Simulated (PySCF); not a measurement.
CH4Cl2Sn, SMILES [CH3][SnH]([Cl])[Cl].

Coordinates come from a r2SCAN-D4/def2-SVP optimisation. The structure was generated by enumeration; whether it is a known compound was not checked. The def2 effective core potentials stand for the cores of Sn; spin–orbit coupling is left out.

All values below come from PBE/def2-TZVP run with PySCF.

The molecule is in vacuum.

total energy: -1174.90778 hartree
point group: Cs
highest occupied level: -7.30 eV
lowest empty level: -2.24 eV
orbital gap: 5.05 eV
dipole moment: 3.41 D
quadrupole, principal values (traceless, Buckingham form, about the centre of nuclear charge): -6.63, 2.20, 4.43 D·Å
mean static polarisability: 77.0 bohr³ (11.42 Å³)
polarisability, principal values: 67.2, 79.9, 83.9 bohr³
